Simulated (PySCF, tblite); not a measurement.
One entry of a table of gas-phase calculations, keyed by method. Lists by class give the value and the number of equivalent atoms.

```json
{
 "formula": "C8H14F2",
 "smiles": "C=C(CC)C(C)(C)C(F)F",
 "inchi": "InChI=1S/C8H14F2/c1-5-6(2)8(3,4)7(9)10/h7H,2,5H2,1,3-4H3",
 "charge": 0,
 "multiplicity": 1,
 "geometry_level": "GFN2-xTB",
 "atoms_angstrom": [
  ["C", 1.353, 1.082, 0.753],
  ["C", 0.563, 0.139, 0.264],
  ["C", 1.017, -1.294, 0.134],
  ["C", 2.511, -1.524, 0.334],
  ["C", -0.852, 0.445, -0.228],
  ["C", -1.33, 1.838, 0.201],
  ["C", -0.912, 0.354, -1.76],
  ["C", -1.853, -0.56, 0.374],
  ["F", -3.133, -0.198, 0.1],
  ["F", -1.735, -1.809, -0.141],
  ["H", 2.355, 0.867, 1.074],
  ["H", 1.056, 2.109, 0.856],
  ["H", 0.473, -1.905, 0.86],
  ["H", 0.74, -1.665, -0.855],
  ["H", 3.091, -0.907, -0.348],
  ["H", 2.746, -2.567, 0.137],
  ["H", 2.811, -1.299, 1.355],
  ["H", -2.367, 1.981, -0.093],
  ["H", -1.257, 1.959, 1.28],
  ["H", -0.735, 2.604, -0.286],
  ["H", -1.904, 0.638, -2.106],
  ["H", -0.708, -0.656, -2.105],
  ["H", -0.18, 1.027, -2.197],
  ["H", -1.763, -0.639, 1.469]
 ],
 "electronic_structure_code": "PySCF",
 "results": {
  "GFN2-xTB geometry": {
   "point_group": "C1",
   "rotational_constants_GHz": [1.887, 0.975, 0.777]
  },
  "PBE0/pcSseg-1 ground state and GIAO shieldings, non-relativistic": {
   "dipole_D": 1.69,
   "homo_eV": -7.43,
   "lumo_eV": 0.31,
   "shift_vs_computed_TMS_C_by_class_ppm": [
    [164.0, 1],
    [126.0, 1],
    [114.0, 1],
    [47.3, 1],
    [29.8, 1],
    [22.3, 2],
    [13.8, 1]
   ],
   "shift_vs_computed_TMS_H_by_class_ppm": [
    [5.79, 1],
    [5.29, 1],
    [5.13, 1],
    [2.26, 2],
    [1.25, 6],
    [1.15, 3]
   ],
   "shielding_other_nuclei_by_class_ppm": [
    ["F", 312.6, 2]
   ],
   "charges_hirshfeld_e_by_atom": [-0.11, 0.01, -0.07, -0.12, 0.01, -0.12, -0.13, 0.15, -0.09, -0.08, 0.04, 0.04, 0.03, 0.04, 0.04, 0.04, 0.04, 0.04, 0.04, 0.04, 0.04, 0.04, 0.04, 0.04]
  },
  "GFN2-xTB harmonic vibrations, gas phase": {
   "strongest_ir_bands_cm-1_km_per_mol_modes": [
    [1020.2, 63.4, 1],
    [1030.4, 117.2, 1],
    [1076.1, 112.2, 1],
    [3033.7, 51.7, 2],
    [3037.6, 64.2, 2],
    [3044.2, 48.4, 2]
   ],
   "zpe_kcal_per_mol": 127.5
  }
 }
}
```

The zero-point energy, half the sum of the 66 harmonic wavenumbers, equals 44590 cm⁻¹ or 533 kJ/mol. The dipole matches unit charges of opposite sign 0.35 Å apart (1 e·Å = 4.8032 D). With B = h/(8π²I), that is 505.379 GHz u Å² over I, the principal moments of inertia are 267.9, 518.5 and 650.6 u Å² (most abundant isotopes); the inertial defect Ic − Ia − Ib is -135.8 u Å² (zero for a rigid planar frame, negative otherwise). The rotational constants make it an asymmetric top with κ = (2B − A − C)/(A − C) = -0.64, nearer the prolate limit (−1).

One conformer (not necessarily the lowest) at the GFN2-xTB geometry, without solvent or vibrations. NMR classes are plain means over equivalent atoms (diastereotopic ones count apart unless rotation or inversion swaps them), as if these changed places fast; in this geometry the members of some classes differ.

Conformer computed: `[CH2:1]=[C:2]([CH2:3][CH3:4])[C:5]([CH3:6])([CH3:7])[CH:8]([F:9])[F:10]`: C1–C2–C3–C4 -12°, C1–C2–C5–C6 -13°, C2–C5–C8–F9 172°.
